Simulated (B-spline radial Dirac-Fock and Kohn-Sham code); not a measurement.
**Run log: Re⁺**

ΔSCF core binding energies without Breit or QED terms, calculated with a B-spline atomic structure program. Keys: rel is the Hamiltonian (dirac, or spin-free x2c and nr, where L3 and M5 stand for the whole 2p and 3d shells), method is hf or an exchange,correlation pair (spin-unpolarised, also for the hole states), nuc the nuclear model, radius_factor scales its radius, rmax is the box in bohr, h the logarithmic mesh step, order the B-spline order, points the quadrature points per cell, c_factor scales the speed of light, and damp, ndamp, maxit and tol steer the iteration. The run stops when the commutator error falls below 10·tol·max(1, Z/10), or the numerical noise floor, and the energy has settled to about 1e-8 Ha; the virial ratio is −V/T.

Input (task.json):

```json
{"items": [{"Z": 75, "q": 1, "cfg": [[1, 0, 2], [2, 0, 2], [2, 1, 6], [3, 0, 2], [3, 1, 6], [3, 2, 10], [4, 0, 2], [4, 1, 6], [4, 2, 10], [4, 3, 14], [5, 0, 2], [5, 1, 6], [5, 2, 5], [6, 0, 1]], "A": 187, "rrms": 5.3698, "do": "settings", "holes": ["K", "L3", "M5"],
  "settings": [{"rel": "dirac", "method": "hf", "nuc": "fermi", "radius_factor": 1.0, "rmax": 45.0, "h": 0.3, "order": 8, "points": 10, "c_factor": 0.4515, "maxit": 78, "damp": 0.5, "ndamp": 3, "tol": 1e-08}]}]}
```

Command: `python xray2_run.py task.json out`

Ground-state iterations:

```
iter   energy (Ha)        error
   1   -29027.02576632  5.70e+01
   2   -28918.98298943  2.92e+00
   3   -29127.05341674  1.23e+00
   4   -29148.71437490  5.55e-01
   5   -29149.52833285  1.68e-01
   6   -29149.77955689  1.36e-01
   7   -29150.18006581  2.35e-02
   8   -29150.19328674  1.67e-03
   9   -29150.19333968  4.22e-04
  10   -29150.19334239  9.72e-05
  11   -29150.19334255  1.02e-05
  12   -29150.19334255  1.65e-06
  13   -29150.19334255  7.67e-08
```

The ground state converged in 13 iterations, with total energy -29150.19334 Ha, virial ratio 1.14798 and highest orbital energy -15.43 eV. ΔSCF binding energies: K (1s) 53843.6 eV, L3 (2p3/2) 10502.4 eV, M5 (3d5/2) 1672.6 eV.

Question: One setting is unsound. Which, and why?

Answer: c_factor makes c so small that Zα exceeds 1, so any numbers that come out have no meaning. With the default settings (Dirac Hartree-Fock): The ground state converged in 10 iterations, with total energy -16707.31787 Ha, virial ratio 1.88497 and highest orbital energy -14.88 eV. ΔSCF binding energies: K (1s) 72055.8 eV, L3 (2p3/2) 10582.6 eV, M5 (3d5/2) 1904.1 eV.
